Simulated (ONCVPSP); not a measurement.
# What one change does to a pseudopotential (N (Z = 7), ONCV)

ONCVPSP 4.0.1 input, shortened (lines: element, Z, core and valence counts, functional; n l f; lmax; l rc ep ncon nbas qcut; lloc lpopt rc5 dvloc0; l nproj debl; icmod fcfact rcfact), PW91, scalar-relativistic:

```
  N 7.00    1    2  -109134      upf
    1    0    2.00
    2    0    2.00
    2    1    2.00
    1
    0    0.70    0.00    4    7    9.20
    1    1.35    0.00    3    7   12.00
    4    5    0.50    2.00
    0    2    1.80
    1    1    3.90
    1    0.35    0.00
```

Change: p: qcut 16.1.

Cutoffs: the cutoffs (Ha) at which the residual kinetic energy of the hardest occupied pseudo-wave falls to 1 and 0.1 mHa per electron; they do not see the model core or the augmentation charge, which bear on the density cutoff. Errors are all-electron minus pseudo energies relative to the spin-unpolarised reference configuration.

Task: Predict the effect on cutoff, ghosts and configuration errors.

Result: The potential gets neither clearly harder nor softer (174 Ha and 248 Ha → 174 Ha and 248 Ha); both files keep a bound ghost (s); of the 4 tests that both files solve, the error grows in 0 and shrinks in 4 by more than 15 % and 0.3 meV (median size 21.6 → 16.1 meV).

| quantity | base | changed |
| --- | --- | --- |
| cutoff, loose | 174 Ha | 174 Ha |
| cutoff, tight | 248 Ha | 248 Ha |
| loose cutoff by channel | s 174 Ha, p 38 Ha | s 174 Ha, p 43 Ha |
| bound ghosts | s | s |
| GHOST(+) flags under 300 eV | none | none |
| error for 2s2 2p3, meV [ΔE -13.67 eV] | +4.1 | +3.0 |
| error for 2s2 2p1, meV [ΔE 28.95 eV] | +21 | +15 |
| error for 2s2 2p0, meV [ΔE 76.14 eV] | +167 | +124 |
| error for 2s1 2p4, meV [ΔE -2.19 eV] | +23 | +17 |
| s: phases at 0.71 bohr within 0.05 rad from the reference energy up to (Ha; the scan ends near 5) | to the end of the scan | to the end of the scan |
| p: phases at 1.37 bohr within 0.05 rad from the reference energy up to (Ha; the scan ends near 5) | 2.5 | 2.7 |
| rms error of d²Exc/dni dnj with the model core, mHa | 1.77 | 1.63 |

 A true bound ghost makes a file unfit for plane-wave use even where its test errors are small: the radial tests pick states by their node count and pass the ghost by.
